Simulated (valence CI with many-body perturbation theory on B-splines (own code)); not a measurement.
Sc VIII in brief

Method: configuration interaction combined with many-body perturbation theory (CI+MBPT): four valence electrons over a frozen Dirac-Fock core [Ne], a basis of 11 s, 11 p, 9 d, 7 f, 5 g, 2 h, 1 i functions for each j, with the one-electron correlation potential Σ1, the two-electron term Σ2, the three-electron term Σ3, Breit, model QED; selected CI, second order for the rest, scaled by the run's own slope (own B-spline code, finite nucleus).

Against 21 measured levels this calculation errs by 87 cm⁻¹ on average and by 341 at most. These come from a selection out of Sugar and Corliss, J. Phys. Chem. Ref. Data 9, 473 (1980). Levels without a partner in it may be off by more.

Rates and lifetimes use the calculated energies. Strong lines usually hold to 10 to 20 %, long lifetimes can be off by a factor of two.

(1) What is the ground level?

(2) How is the term ³P of the ground level split?

(3) What are the static dipole polarisabilities of the lowest levels?

(4) How well does LS coupling describe the low levels?

(5) Name the longest-lived excited levels whose lifetime is computed, and their main decay.

Answers

(1) 3s²3p² ³P_0, composition 95 % 3s²3p² ³P.

(2) J = 0 at 0.000, J = 1 at 0.282, J = 2 at 0.684 eV.

(3) 3s²3p² ³P_0 1.05; 3s²3p² ³P_1 1.05 (tensor 0.034); 3s²3p² ³P_2 1.06 (tensor -0.066); 3s²3p² ¹D_2 1.05 (tensor 0.14) bohr³, of which the core gives 0.0164.

(4) Among the lowest 20 levels the leading LS term, summed over configurations, holds 96 % on average. For single configurations the figures are 86 % in LS and 61 % in jj coupling. Terms mix most in the J = 2 level at 39.630 eV, where the leading one holds 62 %.

(5) 3s²3p² ³P_1 at 0.282 eV lives 4.74 s, mostly by M1 to 3s²3p² ³P_0; 3s²3p² ³P_2 at 0.684 eV lives 2.20 s, mostly by M1 to 3s²3p² ³P_1; 3s²3p² ¹D_2 at 3.115 eV lives 126 ms, mostly by M1 to 3s²3p² ³P_2.
